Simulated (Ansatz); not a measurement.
Reaction (formal exchange of groups at a Te–C bond): `NC([TeH])[SiH2]F` + CH₃OH → `OC[TeH]` + `NC[SiH2]F`

Isolated molecules relaxed with PBE0-D4/def2-TZVP in Ansatz; ΔE leaves out vibrations. CCSD(T)/CBS is the MP2 limit (def2-TZVPP, def2-QZVPP) plus CCSD(T) − MP2 in def2-TZVPP, frozen cores. This one scheme is used for every species. Functionals use def2-TZVPP. B3LYP here is the variant with VWN-RPA as its local correlation; programs differ in this. def2 core potentials past Kr. For Te outer-core shells are correlated without core-valence functions, which leaves a few kJ/mol of doubt a bond. One conformer a species, not always the lowest.

| level | ΔE (kcal/mol) | difference from CCSD(T)/CBS |
| --- | --- | --- |
| PBE0-D4 | 4.6 | 0.4 |
| ωB97M-V | 3.1 | -1.1 |
| r2SCAN | 4.4 | 0.2 |
| B3LYP | 2.4 | -1.8 |
| HF/def2-TZVPP | 0.3 | -3.9 |
| HF/def2-QZVPP | 0.2 | -4.0 |
| MP2/def2-QZVPP | 5.3 | 1.1 |
| HF/CBS(def2) | 0.2 | -4.0 |
| MP2/CBS(def2) | 5.5 | 1.3 |
| CCSD/CBS(def2) | 3.3 | -0.9 |
| CCSD(T)/CBS | 4.2 | 0 |

Largest T1 diagnostic among the species: 0.012.

In def2-TZVPP, CCSD(T) changes the Hartree–Fock value by +3.6 kcal/mol (the triples alone add +0.9 kcal/mol) and MP2 by +4.8 kcal/mol. The D4 term adds +2.1 kcal/mol with B3LYP and +1.1 kcal/mol with PBE0; it sums over pairs of atoms, weighted by their polarisabilities, and B3LYP, whose exchange is more repulsive, gets the larger term.
